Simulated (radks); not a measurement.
Removal energies from the strontium ion Sr10+, [Ar] 3d10, by Delta-SCF beside the eigenvalue of the level emptied. Method: scalar-relativistic Kohn-Sham, BLYP, spin-polarised, spherical densities, finite nucleus; Fermi nuclear charge, rms radius of each element as measured or else 0.836 A^(1/3) + 0.57 fm; computed with a radial shooting solver on a logarithmic mesh with Libxc functionals. Open shells are filled with parallel spins first.

removed from        final configuration  Delta-SCF (eV)  -eigenvalue (eV)
3d                             [Ar] 3d9          323.84            303.40
3p                    [Ne] 3s2 3p5 3d10          451.78            431.77
3s                    [Ne] 3s1 3p6 3d10          529.57            509.44
2p            [He] 2s2 2p5 3s2 3p6 3d10          2152.5            2100.2
